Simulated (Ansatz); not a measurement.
CH8Si2Te (`[SiH3]C[SiH2][TeH]`), relaxed with RKS PBE0-D4/def2-TZVP in the Gaussian-basis code of Ansatz from a PBE-D4/def2-SVP geometry. The force threshold is 0.005 eV/Å; the program also tests the step.

The species carries charge 0 and has multiplicity 1. Te takes the def2 core potential.

Start:

```xyz
12

Si   -1.081   -1.425   -0.372
C     0.593   -0.532   -0.452
Si    0.878    0.818    0.844
Te   -0.757    2.737    0.652
H    -2.215   -0.469   -0.608
H    -1.132   -2.510   -1.414
H    -1.253   -2.057    0.985
H     1.402   -1.287   -0.332
H     0.719   -0.085   -1.462
H     0.639    0.286    2.232
H     2.287    1.340    0.753
H    -0.081    3.183   -0.826
```

**Question.** How much energy does the relaxation release, and in how many steps? (An estimate is asked.)

**Answer.** The calculation gave: 1.30 kcal/mol, in 19 steps, 2 of them rejected.

**Question.** Which bonds change most? (An estimate is asked.)

**Answer.** Computed: Si3–Te4 from 2.529 to 2.499 Å; Te4–H12 from 1.685 to 1.659 Å; C2–Si3 from 1.892 to 1.867 Å; Si1–C2 from 1.898 to 1.878 Å.

**Question.** Give the relaxed structure. (An estimate is asked.)

**Answer.** The calculation gave: 
```xyz
12

Si   -1.083   -1.280   -0.422
C     0.648   -0.554   -0.462
Si    0.968    0.757    0.828
Te   -0.817    2.505    0.898
H    -2.042   -0.389   -1.122
H    -1.090   -2.607   -1.095
H    -1.533   -1.466    0.984
H     1.379   -1.356   -0.304
H     0.838   -0.139   -1.456
H     0.924    0.164    2.190
H     2.294    1.396    0.619
H    -0.486    2.970   -0.659
```
